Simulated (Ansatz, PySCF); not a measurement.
CH10O2Si3, SMILES OC[Si@H](O)[SiH2][SiH3].

The structure is a stationary point at B3LYP-D3(BJ)/def2-SVP. The structure was generated by enumeration; whether it is a known compound was not checked. The values are those of a single conformer.

Vertical ionisation energy (IE) and electron affinity (EA) in eV. Rows of orbital energies are one-electron estimates. Where ΔSCF, EOM or ADC give a negative EA the extra electron is unbound and the value depends on the basis.

```csv
level,IE,EA
"−ε(HOMO), −ε(LUMO), M06-2X/def2-TZVP (PySCF)",8.47,-0.59
"−ε(HOMO), −ε(LUMO), PBE/def2-TZVP (PySCF)",(withheld),(withheld)
"ΔSCF, CAM-B3LYP/def2-SVPD (Ansatz), final states of multiplicity 2 and 2",9.45,-1.11
"ΔSCF, PBE/def2-SVPD (Ansatz), final states of multiplicity 2 and 2",8.91,-0.68
```

Q: Complete the blanks. (An estimate is asked for; the answer gives what the named calculation found.)

A: 
- −ε(HOMO), −ε(LUMO), PBE/def2-TZVP (PySCF), IE: 6.37
- −ε(HOMO), −ε(LUMO), PBE/def2-TZVP (PySCF), EA: 1.01

Q: What vertical singlet–triplet gap does ΔSCF give with CAM-B3LYP/def2-SVPD (Ansatz, an electronic-structure program) and with PBE/def2-SVPD (Ansatz)? (Estimate from the structure and the level; the computed values follow.)

A: 5.91 and 5.20 eV (triplet above singlet where positive).
